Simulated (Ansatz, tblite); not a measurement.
Cost and result up the ladder for SiAu₄ (5 atoms). Total charge 0; singlet. Geometry: r2SCAN-D4/def2-SVP.

```tsv
atom	x (Å)	y (Å)	z (Å)
Au1	-0.0839	0.3854	2.1540
Au2	-1.7397	0.4755	-1.2424
Au3	1.5527	-1.3259	-0.7918
Au4	0.7760	1.3324	-0.3431
Si5	-0.5051	-0.8674	0.2232
```

Ansatz on 4 threads of Intel Xeon Platinum 8259CL on a shared host; xTB runs through tblite on one thread. Times are rough, summed over both states, and most runs start from the orbitals of an earlier one. r2SCAN0-D4/def2-TZVP serves as the yardstick here, not as an exact answer. The other state is a quintet at its own geometry.

In the def2 sets Au takes a core potential; there is no spin–orbit coupling. The xTB rows come from tblite. B3LYP takes the VWN-RPA correlation. Correlated methods freeze 5 core orbitals; core or outer-core shells of Au are correlated, in sets that lack core-valence functions. The structure comes from a short search, and lower isomers may exist.

xTB has no spin-polarisation term.

```json
{"level": "GFN2-xTB", "functions": "45", "wall time": "0.031 s", "quintet − singlet (eV)": "4.47", "difference from r2SCAN0-D4/def2-TZVP (eV)": "1.18"}
{"level": "GFN1-xTB", "functions": "45", "wall time": "0.049 s", "quintet − singlet (eV)": "2.85", "difference from r2SCAN0-D4/def2-TZVP (eV)": "-0.44"}
{"level": "PBE-D4/def2-TZVP", "functions": "197", "wall time": "12 s", "quintet − singlet (eV)": "3.42", "difference from r2SCAN0-D4/def2-TZVP (eV)": "0.13"}
{"level": "B3LYP-D4/def2-TZVP", "functions": "197", "wall time": "27 s", "quintet − singlet (eV)": "3.51", "difference from r2SCAN0-D4/def2-TZVP (eV)": "0.23"}
{"level": "MP2/def2-TZVP", "functions": "197", "wall time": "27 s", "quintet − singlet (eV)": "4.45", "difference from r2SCAN0-D4/def2-TZVP (eV)": "1.17"}
{"level": "r2SCAN-D4/def2-TZVP", "functions": "197", "wall time": "28 s", "quintet − singlet (eV)": "3.20", "difference from r2SCAN0-D4/def2-TZVP (eV)": "-0.09"}
{"level": "PBE0-D4/def2-TZVP (with forces)", "functions": "197", "wall time": "29 s", "quintet − singlet (eV)": "3.47", "difference from r2SCAN0-D4/def2-TZVP (eV)": "0.18"}
{"level": "r2SCAN0-D4/def2-TZVP", "functions": "197", "wall time": "42 s", "quintet − singlet (eV)": "3.29", "difference from r2SCAN0-D4/def2-TZVP (eV)": "0.00"}
```
